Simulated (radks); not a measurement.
Results of a calculation; reference values are marked as such.
Q: Spherical quantum dot in the effective-mass picture: electrons in a hard-walled sphere of radius 10.4, with a point charge +1 (a donor) at the centre, all in effective atomic units (hartree* = m*/eps^2 hartree, bohr* = eps/m* bohr), one dielectric constant everywhere. Level of theory: non-relativistic Kohn-Sham, PBE, spin-polarised, spherical densities (a radial shooting solver with Libxc functionals). Levels are named by radial order and angular momentum (1s, 1p, 1d, 2s, ...), and open shells are averaged over m. Results are scaled to m* = 0.036 and eps = 12.9, for which hartree* = 5.887 meV and bohr* = 18.96 nm. At N = 1 the configuration is 1s(up 1, down 0). Does electron 2 go into 1p up or 1s down?

A: Into 1s down. The total energies of the other choices lie higher by 0.598 meV (1p up).
